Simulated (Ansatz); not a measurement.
Calculated with Ansatz (gas phase, PBE0-D4/def2-TZVP geometries, no zero-point term in ΔE). CCSD(T)/CBS is the MP2 limit (def2-TZVPP, def2-QZVPP) plus CCSD(T) − MP2 in def2-TZVPP, frozen cores. DFT in def2-TZVPP. Elements past krypton have def2 core potentials. For In outer-core shells are correlated without core-valence functions, which leaves a few kJ/mol of doubt a bond. One conformer a species, not always the lowest.

`CC(O)N[SiH3]` + `[OH][In]([SH])[O][SiH3]` → `[SiH3][O][In]([SH])[O][SiH3]` + `CC(N)O`  (ligand exchange at the Si–N bond)

```tsv
species	PBE0-D4 energy (Eh)
`CC(O)N[SiH3]`	-500.85017
`[OH][In]([SH])[O][SiH3]`	-1031.05424
`[SiH3][O][In]([SH])[O][SiH3]`	-1321.67026
`CC(N)O`	-210.25335
```

(1) Work out ΔE.

Largest T1 diagnostic among the species: 0.016.

Results:

(1) ΔE = (-1321.67026) + (-210.25335) − (-500.85017) − (-1031.05424) = -0.01920 Eh = -0.52 eV. CCSD(T)/CBS gives -0.59 eV.

From PBE to PBE0 (25 % exact exchange), in def2-TZVPP and without D4, ΔE moves by −0.06 eV. In def2-TZVPP, CCSD(T) changes the Hartree–Fock value by +0.15 eV (the triples alone add +0.02 eV) and MP2 by +0.16 eV.
